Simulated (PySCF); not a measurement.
C₄H₁₀S, charge +1, doublet, at a GFN2-xTB geometry (a state made from the parent by changing its charge; the spin is typed, not shown lowest); DF-TPSS/def2-SVP in PySCF.

The PySCF input:
```python
from pyscf import gto, scf, dft

mol = gto.Mole()
mol.atom = '''
    C     2.59170849   -0.14271613   -0.24099814
    C     1.21814163    0.46782335   -0.39546663
    S     0.00481195   -0.25518514    0.72153988
    C    -1.52857085    0.53499416    0.18624468
    C    -2.29504397   -0.40048065   -0.74652669
    H     2.98114629   -0.00099103    0.76498396
    H     3.27873756    0.33293236   -0.93701579
    H     2.57953419   -1.21003485   -0.45078805
    H     1.24215155    1.54444834   -0.19409714
    H     0.83657518    0.33811601   -1.41395163
    H    -1.30560907    1.48655274   -0.29316258
    H    -2.11319891    0.70277725    1.09241797
    H    -2.49196794   -1.36036331   -0.27544478
    H    -1.74973697   -0.56726257   -1.67231276
    H    -3.25203511    0.05906290   -0.98478662
'''
mol.basis = 'def2-svp'
mol.charge = 1
mol.spin = 1
mol.verbose = 4
mol.build()

mf = dft.UKS(mol)
mf.xc = 'tpss'
mf.grids.level = 1
mf = mf.density_fit(auxbasis='def2-universal-jkfit')
mf.kernel()
mf.analyze()
```

Task: Predict the main parts of the log of this PySCF run.

Result: 
```
PySCF version 2.14.0

[INPUT] verbose = 4
[INPUT] num. atoms = 15
[INPUT] num. electrons = 49
[INPUT] charge = 1
[INPUT] spin (= nelec alpha-beta = 2S) = 1
[INPUT] symmetry False subgroup None
[INPUT] Mole.unit = angstrom
[INPUT] Symbol           X                Y                Z      unit          X                Y                Z       unit  Magmom
[...]
nuclear repulsion = 236.108570003396
number of shells = 62
number of NR pGTOs = 202
number of NR cGTOs = 124
basis = def2-svp
ecp = {}

******** <class 'pyscf.df.df_jk.DFUKS'> ********
method = DFUKS
initial guess = minao
damping factor = 0
level_shift factor = 0
DIIS = <class 'pyscf.scf.diis.CDIIS'>
diis_start_cycle = 1
diis_space = 8
diis_damp = 0
SCF conv_tol = 1e-09
SCF conv_tol_grad = None
SCF max_cycles = 50
direct_scf = False
number electrons alpha = 25  beta = 24
XC library pyscf.dft.libxc version 7.1.2
    S. Lehtola, C. Steigemann, M. J. T. Oliveira, and M. A. L. Marques,  SoftwareX 7, 1–5 (2018)
XC functionals = tpss
    J. Tao, J. P. Perdew, V. N. Staroverov, and G. E. Scuseria,  Phys. Rev. Lett. 91, 146401 (2003)
    J. P. Perdew, J. Tao, V. N. Staroverov, and G. E. Scuseria,  J. Chem. Phys. 120, 6898 (2004)
    J. Tao, J. P. Perdew, V. N. Staroverov, and G. E. Scuseria,  Phys. Rev. Lett. 91, 146401 (2003)
    J. P. Perdew, J. Tao, V. N. Staroverov, and G. E. Scuseria,  J. Chem. Phys. 120, 6898 (2004)
radial grids:
    Treutler-Ahlrichs [JCP 102, 346 (1995); DOI:10.1063/1.469408] (M4) radial grids

becke partition: Becke, JCP 88, 2547 (1988); DOI:10.1063/1.454033
pruning grids: <function nwchem_prune>
grids dens level: 1
symmetrized grids: False
atomic radii adjust function: <function treutler_atomic_radii_adjust>
small_rho_cutoff = 0
Set gradient conv threshold to 3.16228e-05
tot grids = 51760
init E= -556.475261536977

cycle= 1 E= -556.083148444266  delta_E= 0.392  |g|= 0.337  |ddm|= 2.66
cycle= 2 E= -555.841960832201  delta_E= 0.241  |g|= 0.665  |ddm|= 1.22
cycle= 3 E= -556.146119087318  delta_E= -0.304  |g|= 0.0819  |ddm|= 0.951
cycle= 4 E= -556.150015516745  delta_E= -0.0039  |g|= 0.0408  |ddm|= 0.168
cycle= 5 E= -556.150810014747  delta_E= -0.000794  |g|= 0.0176  |ddm|= 0.0542
cycle= 6 E= -556.150968605993  delta_E= -0.000159  |g|= 0.00558  |ddm|= 0.022
cycle= 7 E= -556.150985725762  delta_E= -1.71e-05  |g|= 0.0016  |ddm|= 0.00752
cycle= 8 E= -556.150986996745  delta_E= -1.27e-06  |g|= 0.000739  |ddm|= 0.00243
[...]
converged SCF energy = -556.150987328633  <S^2> = 0.75346323  2S+1 = 2.0034602
Total Energy =                        -556.150987328633050
[...]
spin_pop of  11 H 2px       0.00000
spin_pop of  11 H 2py      -0.00000
spin_pop of  11 H 2pz       0.00003
spin_pop of  12 H 1s       -0.00183
spin_pop of  12 H 2s        0.00002
spin_pop of  12 H 2px       0.00000
spin_pop of  12 H 2py       0.00000
spin_pop of  12 H 2pz      -0.00000
spin_pop of  13 H 1s       -0.00082
spin_pop of  13 H 2s       -0.00001
spin_pop of  13 H 2px       0.00000
spin_pop of  13 H 2py      -0.00000
spin_pop of  13 H 2pz      -0.00001
spin_pop of  14 H 1s        0.01155
spin_pop of  14 H 2s        0.00009
spin_pop of  14 H 2px       0.00000
spin_pop of  14 H 2py       0.00001
spin_pop of  14 H 2pz      -0.00001
 ** Mulliken Spin Density (per atom)  **
spin density of  0 C =     -0.00090
spin density of  1 C =     -0.00768
spin density of  2 S =      0.85883
spin density of  3 C =     -0.00409
spin density of  4 C =      0.05134
spin density of  5 H =      0.00245
spin density of  6 H =     -0.00152
spin density of  7 H =      0.00249
spin density of  8 H =      0.03774
spin density of  9 H =      0.03503
spin density of  10 H =      0.00350
spin density of  11 H =      0.01381
spin density of  12 H =     -0.00180
spin density of  13 H =     -0.00085
spin density of  14 H =      0.01165
 ** Mulliken pop alpha/beta on meta-lowdin orthogonal AOs **
 ** Mulliken pop       alpha | beta **
In total            25.00000 | 24.00000
 ** Mulliken atomic charges   ( Nelec_alpha | Nelec_beta ) **
charge of  0C =     -0.27676  (     3.13793      3.13883 )
charge of  1C =     -0.19944  (     3.09588      3.10356 )
charge of  2S =      0.56557  (     8.14663      7.28780 )
charge of  3C =     -0.20330  (     3.09961      3.10370 )
charge of  4C =     -0.26186  (     3.15660      3.10526 )
charge of  5H =      0.12242  (     0.44001      0.43757 )
charge of  6H =      0.14052  (     0.42898      0.43050 )
charge of  7H =      0.12128  (     0.44060      0.43812 )
charge of  8H =      0.15539  (     0.44117      0.40343 )
charge of  9H =      0.15075  (     0.44214      0.40711 )
charge of  10H =      0.14040  (     0.43155      0.42805 )
charge of  11H =      0.15715  (     0.42833      0.41452 )
charge of  12H =      0.12420  (     0.43700      0.43880 )
charge of  13H =      0.11506  (     0.44205      0.44289 )
charge of  14H =      0.14861  (     0.43152      0.41987 )

WARN: System has nonzero charge 1; the dipole moment is origin-dependent.
Location of origin: [0. 0. 0.]

Dipole moment(X, Y, Z, Debye): -0.58561,  1.11174, -0.37729
```
